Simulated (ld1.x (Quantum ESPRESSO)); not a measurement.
Results of a calculation; reference values are marked as such.
Potentials for carbon (C) compared

Generated with ld1.x 7.5 (TM, RRKJ, ultrasoft, PAW), atompaw 4.2 or ONCVPSP 4.0.1. The cutoff is in Ry: for ld1.x and atompaw files where the sum of valence levels is converged to 10 mRy in a Bessel basis, for ONCV files where the hardest occupied wave has 1 mHa per electron of residual kinetic energy. The error is the largest all-electron minus pseudo excitation energy over each file’s own four to seven test configurations (ionisations up to +4, promotions, holes and added fractions of an electron), all of which were solved. The labels leave out finer settings (local radius, basis sizes, second energies), which also bear on the numbers. Spin-polarised tests are not counted. The rows are a selection from randomly drawn settings: files with unsolved tests, undetermined cutoffs or missed reference levels are left out.

```tsv
potential	cutoff (Ry)	largest error (meV)	bound ghosts
TM, PBE, scalar-relativistic, rc 1.30/1.35/1.30 (spd), local s, core correction yes, reference 2s2 2p2	50	+180	none
RRKJ, Wu–Cohen, scalar-relativistic, rc 1.15/1.20 (sp), local s, core correction yes, reference 2s2 2p0.5	50	+65	none
PAW, PBE, scalar-relativistic, rc 1.20/2.85 (sp), local smoothed, core correction yes, reference 2s2 2p2	8	-17	none
PAW, LDA (PZ), scalar-relativistic, rc 0.90/1.90 (sp), local smoothed, core correction yes, reference 2s2 2p2	40	-7.9	none
PAW, LDA (PZ), scalar-relativistic, rc 1.40/3.20 (sp), local smoothed, core correction yes, reference 2s1.75 2p2.25	8	-14	none
PAW, PBE, scalar-relativistic, rc 1.30/2.30/2.50 (spd), local smoothed, core correction yes, reference 2s2 2p1	10	-8.6	none
RRKJ, LDA (PZ), non-relativistic, rc 0.90/1.40/1.50 (spd), local d, core correction yes, reference 2s2 2p1.75	140	+174	none
```

Problem. Fill in the row for C: RRKJ, PBE, scalar-relativistic, rc 1.10/1.20/1.30 (spd), local s, core correction yes, reference 2s2 2p0.

Solution. cutoff 40 Ry, largest error +216 meV, bound ghosts: none.

Problem. Fill in the row for C: ultrasoft, Wu–Cohen, non-relativistic, rc 0.90/3.10 (sp), local smoothed, core correction yes, reference 2s2 2p2.

Solution. cutoff 40 Ry, largest error +359 meV, bound ghosts: none.
